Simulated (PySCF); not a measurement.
SMILES C[Si](O[SiH3])(O[SiH3])O[SiH3] (CH12O3Si4), GFN2-xTB optimised geometry.

```
20

C     -0.89     2.10     0.09
Si    -0.51     0.58    -0.95
O     -0.22    -0.70     0.00
Si     0.28    -2.24     0.00
O      0.79     0.83    -1.88
Si     1.68     0.21    -3.08
O     -1.77     0.23    -1.91
Si    -2.36    -0.87    -2.94
H     -1.11     2.95    -0.54
H     -1.74     1.92     0.74
H     -0.04     2.36     0.71
H     -0.24    -2.95    -1.18
H      1.74    -2.24     0.00
H     -0.29    -2.75     1.25
H      2.96     0.90    -2.91
H      1.02     0.55    -4.35
H      1.80    -1.24    -2.93
H     -3.31    -0.09    -3.72
H     -3.00    -1.93    -2.16
H     -1.28    -1.43    -3.77
```

Density from PySCF with B3LYP/def2-SVP at that geometry.

Minimum of the electron density along straight lines between bonded atoms, close to the bond critical point (lines longer than 1.1 times the sum of covalent radii, or with two minima, are not listed):

```tsv
bond	length / Å	ρ at the minimum / e bohr⁻³	∇²ρ there / e bohr⁻⁵	position (fraction from the first atom)
C1–Si2	1.877	0.120	0.34	0.62
Si2–O3	1.619	0.129	1.10	0.41
O3–Si4	1.621	0.127	1.08	0.59
Si2–O5	1.619	0.129	1.10	0.41
O5–Si6	1.621	0.127	1.08	0.59
Si2–O7	1.619	0.129	1.10	0.41
O7–Si8	1.620	0.127	1.08	0.59
C1–H9	1.084	0.274	-0.99	0.63
C1–H10	1.084	0.274	-0.99	0.63
C1–H11	1.084	0.274	-0.99	0.63
Si4–H12	1.466	0.118	0.32	0.49
Si4–H13	1.464	0.119	0.33	0.49
Si4–H14	1.461	0.119	0.34	0.49
Si6–H15	1.461	0.119	0.34	0.49
Si6–H16	1.464	0.119	0.33	0.49
Si6–H17	1.466	0.118	0.32	0.49
Si8–H18	1.461	0.119	0.34	0.49
Si8–H19	1.464	0.119	0.33	0.49
Si8–H20	1.466	0.118	0.32	0.49
```
